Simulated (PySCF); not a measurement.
A calculated (PBE0, PySCF 2.14, dyall-av3z, scalar relativity by spin-free X2C-1e) atom or ion has these occupied shells.

| shell | electrons | orbital energy (eV) | rms radius, mean of both spins (bohr) |
| --- | --- | --- | --- |
| 1s α | 1 | -297.45 | 0.314 |
| 1s β | 1 | -296.90 | 0.314 |
| 2s α | 1 | -28.152 | 1.60 |
| 2s β | 1 | -26.245 | 1.60 |
| 2p α | 1 | -19.790 | 1.64 |

(1) Name the element and its charge.

Results:

(1) C⁺ (carbon, charge +1), in [He] 2s2 2p1, 2P determinant.
